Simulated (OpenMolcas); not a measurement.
# Multiconfigurational calculation on Co²⁺

Input:

```
&GATEWAY
Coord
1

Co 0.0 0.0 0.0
Basis=ANO-RCC-MB
Group=XYZ
NoMove
AngMom=0.0 0.0 0.0
AMFI
&SEWARD
&RASSCF
FileOrb=start.orb
Symmetry=1
Spin=4
nActEl=7 0 0
Inactive=3 6
Ras2=6 0
CIRoot=10 10 1
SDav=84
CIMx=300
Iter=120 100
PrWF=0.3
OrbListing=Nothing
MaxOrb=0
Atom
>>> COPY $Project.JobIph JOB001
&RASSCF
FileOrb=start.orb
Symmetry=1
Spin=2
nActEl=7 0 0
Inactive=3 6
Ras2=6 0
CIRoot=210 210 1
SDav=210
CIMx=300
Iter=120 100
PrWF=0.3
OrbListing=Nothing
MaxOrb=0
Atom
CIOnly
>>> COPY $Project.JobIph JOB002
&RASSI
NrOfJobIphs=2 10 40
1 2 3 4 5 6 7 8 9 10
1 2 3 4 5 6 7 8 9 10 11 12 13 14 15 16 17 18 19 20 21 22 23 24 25 26 27
28 29 30 31 32 33 34 35 36 37 38 39 40
IphNames
JOB001
JOB002
EJob
SpinOrbit
DIPRint=1.0
SOCoupling=1000.0
Subsets=2
MEES
Property=10
'ANGMOM' 1 'ANGMOM' 2 'ANGMOM' 3 'MLTPL  1' 1 'MLTPL  1' 2 'MLTPL  1' 3
'AMFI' 1 'AMFI' 2 'AMFI' 3 'MLTPL  2' 6
SOProperty=3
'ANGMOM' 1 'ANGMOM' 2 'ANGMOM' 3
```

Launched by
```bash
OMP_NUM_THREADS=1 MOLCAS_MEM=1689 MOLCAS_PROJECT=a pymolcas a.inp > a.log  # once for each step of the input, in one work folder
```

A driver script runs the steps one by one and writes start.orb anew before each from the orbitals found so far, so a CI-only block uses the converged orbitals of the first block.

Output, cut to the results:

```
--- SEWARD ---
Basis set label: CO.ANO-RCC...4S3P1D.

      Electronic valence basis set:
      ------------------
      Associated Effective Charge  27.000000 au
      Associated Actual Charge     27.000000 au
      Nuclear Model: Point charge

      Shell  nPrim  nBasis  Cartesian Spherical Contaminant
         s      21       4        X
         p      15       3        X
         d      10       1                 X
                  Relativistic Douglas-Kroll-Hess integrals:
                    - DKH order of Hamiltonian: 2
                    - DKH order of Properties : 0
                  Atomic mean-field integrals
--- RASSCF ---
Wave function specifications:
      -----------------------------

      Number of closed shell electrons          18
      Number of electrons in active shells       7
      Max number of holes in RAS1 space          0
      Max nr of electrons in RAS3 space          0
      Number of inactive orbitals                9
      Number of active orbitals                  6
      Number of secondary orbitals               3
      Spin quantum number                      1.5
      State symmetry                             1
Orbital specifications:
      -----------------------

      Symmetry species                           1   2
                                                ag  au
      Frozen orbitals                            0   0
      Inactive orbitals                          3   6
      Active orbitals                            6   0
      RAS1 orbitals                              0   0
      RAS2 orbitals                              6   0
      RAS3 orbitals                              0   0
      Secondary orbitals                         0   3
      Deleted orbitals                           0   0
      Number of basis functions                  9   9
      Number of CSFs                            84
      Number of root(s) required                10
      Iter CI   SX   CI       RASSCF       Energy    max ROT     max BLB   max BLB  Level Ln srch  Step   QN
          iter iter root      energy       change     param      element    value   shift minimum  type update
 Nr of preliminary CI iterations:   1
      Total energies have been shifted. Add                -1000.00 au
        1   1    4    0  -390.92087640    0.00E+00   1.37E-02    6   8 2 -9.67E-02*  0.00   0.00    SX    NO
        2   1    3    0  -390.92548231   -4.61E-03*  9.05E-04    6   8 2 -6.42E-03*  0.00   0.00    SX    NO
        3   1    3    0  -390.92550276   -2.04E-05*  5.82E-05    6   8 2 -4.13E-04*  0.00   0.00    SX    NO
        4   1    2    0  -390.92550285   -8.54E-08* -3.74E-06    6   8 2 -2.65E-05   0.00   0.00    SX    NO
        5   1    2    0  -390.92550285   -3.56E-10   2.57E-07    6   8 2 -1.71E-06   0.00   1.07    QN   YES
      Convergence after  5 iterations
        6   1    2    0  -390.92550285   -4.55E-13   2.57E-07    3   9 1 -3.93E-09   0.00   1.07    QN   YES
      Natural orbitals and occupation numbers for root  1
      sym 1:   1.030134   0.999997   1.969794   1.030136   1.969794   0.000146
      Natural orbitals and occupation numbers for root  2
      sym 1:   1.095326   1.095314   1.000005   1.904603   1.904608   0.000144
      Natural orbitals and occupation numbers for root  3
      sym 1:   1.892728   0.999995   1.107200   1.107202   1.892730   0.000144
::    RASSCF root number  1 Total energy:  -1390.94916614
::    RASSCF root number  2 Total energy:  -1390.94916614
::    RASSCF root number  3 Total energy:  -1390.94916614
::    RASSCF root number  4 Total energy:  -1390.94916614
::    RASSCF root number  5 Total energy:  -1390.94916614
::    RASSCF root number  6 Total energy:  -1390.94916614
::    RASSCF root number  7 Total energy:  -1390.94916614
::    RASSCF root number  8 Total energy:  -1390.87028849
::    RASSCF root number  9 Total energy:  -1390.87028849
::    RASSCF root number 10 Total energy:  -1390.87028849
--- RASSCF ---
Wave function specifications:
      -----------------------------

      Number of closed shell electrons          18
      Number of electrons in active shells       7
      Max number of holes in RAS1 space          0
      Max nr of electrons in RAS3 space          0
      Number of inactive orbitals                9
      Number of active orbitals                  6
      Number of secondary orbitals               3
      Spin quantum number                      0.5
      State symmetry                             1
...
--- RASSI ---
SPIN-FREE ENERGIES:
  (Shifted by EMIN (a.u.) =      -1390.9491661405)

 SF State       Relative EMIN(au)   Rel lowest level(eV)    D:o, cm**(-1)      L_eff

     1             0.0000000000        0.0000000000              0.0000         3.0
     2             0.0000000000        0.0000000000              0.0000         3.0
     3             0.0000000000        0.0000000000              0.0000         3.0
     4             0.0000000000        0.0000000000              0.0000         3.0
     5             0.0000000000        0.0000000000              0.0000         3.0
     6             0.0000000000        0.0000000000              0.0000         3.0
     7             0.0000000000        0.0000000000              0.0000         3.0
    11             0.0787497133        2.1428888666          17283.5643         4.0
    12             0.0787497133        2.1428888666          17283.5643         4.0
    13             0.0787497133        2.1428888666          17283.5643         4.0
    14             0.0787497133        2.1428888666          17283.5643         4.0
    15             0.0787497133        2.1428888666          17283.5643         4.0
    16             0.0787497133        2.1428888666          17283.5643         4.0
    17             0.0787497133        2.1428888666          17283.5643         4.0
    18             0.0787497133        2.1428888666          17283.5643         4.0
    19             0.0787497133        2.1428888666          17283.5643         4.0
     8             0.0788776478        2.1463701406          17311.6427         1.0
     9             0.0788776478        2.1463701406          17311.6427         1.0
    10             0.0788776478        2.1463701406          17311.6427         1.0
    20             0.1050658456        2.8589873070          23059.2877         1.0
    21             0.1050658456        2.8589873070          23059.2877         1.0
...
```

Levels above the lowest, from the spin-orbit matrix, grouped by J:

```csv
Configuration,Term,J,E (cm⁻¹),Measured (cm⁻¹),g,Term weight %,Second
3d⁷,⁴F,9/2,0.0,0.0,1.334,100,
3d⁷,⁴F,7/2,773,841,1.238,100,
3d⁷,⁴F,5/2,1345,1451,1.029,100,
3d⁷,⁴F,3/2,1738,1867,0.399,100,
3d⁷,²G,9/2,17701,16978,1.109,98,
3d⁷,⁴P,5/2,17818,15202,1.600,100,
3d⁷,⁴P,3/2,18087,15428,1.723,97,3 ²P
3d⁷,²G,7/2,18441,17766,0.889,100,
3d⁷,⁴P,1/2,18444,15811,2.647,99,
3d⁷,²P,3/2,23469,20195,1.281,85,12 ²D(1)
3d⁷,²H,11/2,23605,22720,1.091,100,
3d⁷,²P,1/2,24244,,0.689,99,
3d⁷,²H,9/2,24256,23434,0.912,98,
3d⁷,²D(1),5/2,25522,23059,1.201,100,
3d⁷,²D(1),3/2,26672,24237,0.864,88,12 ²P
3d⁷,²F,5/2,40974,37021,0.857,100,
3d⁷,²F,7/2,41298,37316,1.143,100,
3d⁷,²D(2),3/2,63951,,0.800,100,
3d⁷,²D(2),5/2,64326,,1.200,100,
```

Against the 15 measured excited levels shown (Sugar and Corliss, J. Phys. Chem. Ref. Data 10, 1097 (1981)) the mean absolute deviation is 1800 cm-1; the largest miss in energy is 3d⁷ ²F_7/2: computed 41298, measured 37316 cm⁻¹ (+10.7 %), and the largest in proportion 3d⁷ ⁴P_3/2 (+17.2 %).

Without dynamic correlation excited terms often stand tens of per cent too high (terms of higher spin than the ground term too low), and those without a measured partner can miss by more than the paired ones. Terms from blocks run as CI alone lack orbitals of their own. Computed and measured levels are paired by configuration, term and J; levels that our copy of the source lacks, or whose pairing is in doubt (as where it misses far off the trend of its configuration), stay unpaired and out of the deviations. Only configurations of the active space appear. The first state left out of the spin-orbit step lies near 100000 cm-1 above the lowest spin-free state of the reference (among the parities and spins computed), and the list stops at four fifths of that energy or lower.

The term weight is that of the spin-free term in the level, not the purity of its configuration. A number in round brackets counts repeated terms of one configuration in the order of the reference energies.
